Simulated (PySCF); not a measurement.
# C₆ coefficients of unlike pairs at UHF

Calculated with PySCF 2.14 from the dipole response of each species, C₆(A,B) = (3/π) ∫ α_A(iu) α_B(iu) du, in atomic units, from isotropic polarisabilities. For ions this is the dispersion term alone; charge-induced terms of lower order in 1/R come first.

```tsv
species	configuration	basis	relativity	α (bohr³)	C₆ (like pair)
Ar(2+)	[Ne] 3s2 3p4 (3P)	aug-cc-pwCVDZ (6s5p3d)	none	4.808	17.04
Ne+	[He] 2s2 2p5 (2P)	def2-QZVPPD (8s5p4d2f1g)	none	1.230	2.103
Mn(2+)	[Ar] 3d5 (6S)	aug-cc-pwCVTZ-DK (10s9p7d4f3g)	spin-free X2C	3.281	9.609
Ag(2+)	[Kr] 4d9 (2D)	aug-cc-pwCVDZ-PP with ECP28MDF (6s6p5d3f)	core potential	5.158	25.96
```

**Question.** Estimate C₆ for Mn(2+) with Ne+.

**Answer.** The integral gives 4.449. The combination rule 2 C_A C_B / (C_A α_B/α_A + C_B α_A/α_B) gives 4.387 and the geometric mean 4.495.

No spin-orbit coupling is included.

The other pairs:

```tsv
pair	C₆
Ag(2+), Mn(2+)	15.78
Ag(2+), Ar(2+)	20.66
Ne+, Ar(2+)	5.683
Ag(2+), Ne+	7.321
Mn(2+), Ar(2+)	12.57
```
